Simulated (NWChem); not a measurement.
System: HSeBr; SMILES [SeH]Br

Excerpt of the output:

```
             Northwest Computational Chemistry Package (NWChem) 7.3.0
             --------------------------------------------------------

 CS  symmetry detected

                             Geometry "geometry" -> ""
                             -------------------------

 Output coordinates in angstroms (scale by  1.889725989 to convert to a.u.)

  No.       Tag          Charge          X              Y              Z
 ---- ---------------- ---------- -------------- -------------- --------------
    1 Se                  34.0000     0.03116450    -1.15490614     0.00000000
    2 H                    1.0000    -1.43500170    -1.27860377     0.00000000
    3 Br                  35.0000     0.01072596     1.15844036     0.00000000

 Effective nuclear repulsion energy (a.u.)     290.9657897176

      Symmetry information
      --------------------

 Group name             Cs
 Group number              2
 Group order               2
 No. of unique centers     3

                                 NWChem DFT Module
                                 -----------------

 Summary of "ao basis" -> "ao basis" (spherical)
 ------------------------------------------------------------------------------
       Tag                 Description            Shells   Functions and Types
 ---------------- ------------------------------  ------  ---------------------
 Se                         def2-svp                12       32   5s4p3d
 H                          def2-svp                 3        5   2s1p
 Br                         def2-svp                12       32   5s4p3d

      Symmetry analysis of basis
      --------------------------

        a'         48
        a"         21

            General Information
            -------------------
          SCF calculation type: DFT
          Wavefunction type:  closed shell.
          No. of atoms     :     3
          No. of electrons :    70
           Alpha electrons :    35
            Beta electrons :    35
          Charge           :     0
          Spin multiplicity:     1
          Use of symmetry is: on ; symmetry adaption is: on
          Maximum number of iterations: 150
          AO basis - number of functions:    69
                     number of shells:    27
          Convergence on energy requested:  1.00D-06
          Convergence on density requested:  1.00D-05
          Convergence on gradient requested:  5.00D-04

              XC Information
              --------------
                          KT2 Method XC Functional
                        Slater Exchange Functional  1.072 local
                           KT1 gradient correction  1.000 non-local
            Perdew 1991 LDA Correlation Functional  0.577 local

             Grid Information
             ----------------
          Grid used for XC integration:  medium
          Radial quadrature: Mura-Knowles
          Angular quadrature: Lebedev.
          Tag              B.-S. Rad. Rad. Pts. Rad. Cut. Ang. Pts.
          ---              ---------- --------- --------- ---------
          Se                  1.15      112           8.0       590
          H                   0.35       45           8.0       434
          Br                  1.15      112           9.0       590
          Grid pruning is: on
          Number of quadrature shells:   269
          Spatial weights used:  Erf1

      Superposition of Atomic Density Guess
      -------------------------------------

 Sum of atomic energies:       -4972.09687277

      Non-variational initial energy
      ------------------------------

 Total energy =   -4972.316108
 1-e energy   =   -7506.663161
 2-e energy   =    2243.381263
 HOMO         =      -0.248014
 LUMO         =      -0.063536

      Symmetry analysis of molecular orbitals - initial
      -------------------------------------------------

  Numbering of irreducible representations:

     1 a'          2 a"

  Orbital symmetries:

     1 a'          2 a'          3 a'          4 a'          5 a'
     6 a'          7 a"          8 a'          9 a'         10 a"
    11 a'         12 a'         13 a'         14 a'         15 a"
    16 a'         17 a'         18 a"         19 a'         20 a'
    21 a"         22 a'         23 a"         24 a'         25 a'
    26 a"         27 a'         28 a"         29 a'         30 a'
    31 a'         32 a'         33 a"         34 a'         35 a"
    36 a'         37 a'         38 a'         39 a'         40 a'
    41 a'         42 a"         43 a'         44 a"         45 a"

     ---------------------------------------------
      Total Density - Mulliken Population Analysis
     ---------------------------------------------

    Atom       Charge   Shell Charges
 -----------   ------   -------------------------------------------------------
    1 Se  34    33.93   2.00  2.00  2.00  1.34  0.54  6.00  5.98  1.75  2.28  8.20  1.75  0.10
    2 H    1     0.84   0.59  0.24  0.02
    3 Br  35    35.23   2.00  2.00  2.00  1.37  0.58  6.00  5.99  2.29  2.98  8.23  1.73  0.07

   convergence    iter        energy       DeltaE   RMS-Dens  Diis-err
 ---------------- ----- ----------------- --------- --------- ---------
 d= 0,ls=0.0,diis     1  -4994.7574063730 -5.29D+03  1.50D-02  3.71D-01
 d= 0,ls=0.0,diis     2  -4994.7501982022  7.21D-03  9.56D-03  3.41D-01
 d= 0,ls=0.0,diis     3  -4994.7848990682 -3.47D-02  3.99D-03  4.77D-02
 d= 0,ls=0.0,diis     4  -4994.7913157280 -6.42D-03  1.21D-03  7.40D-03
 d= 0,ls=0.0,diis     5  -4994.7922813921 -9.66D-04  1.58D-04  1.06D-04
  Resetting Diis
 d= 0,ls=0.0,diis     6  -4994.7922987878 -1.74D-05  3.55D-05  5.04D-06
 d= 0,ls=0.0,diis     7  -4994.7922995384 -7.51D-07  2.06D-05  3.52D-07
 d= 0,ls=0.0,diis     8  -4994.7922994746  6.38D-08  1.23D-05  7.57D-07
 d= 0,ls=0.0,diis     9  -4994.7922995992 -1.25D-07  2.06D-06  1.59D-08

[...]
```

Level: KT2/def2-SVP. Structure relaxed at the PBE0-D3(BJ)/def2-TZVP level.

Q: Write an input that gives this output.

A: Several could match; the one computed here: the input that was run:
```
start job
memory heap 200 mb stack 900 mb global 1100 mb
geometry units angstroms noautoz
  Se     0.032784    -1.148577     0.000000
  H     -1.433692    -1.268546     0.000000
  Br     0.018228     1.164814     0.000000
end
basis spherical
  Se library def2-svp
  H library def2-svp
  Br library def2-svp
end
dft
  xc kt2
  iterations 150
  mulliken
end
task dft energy
```
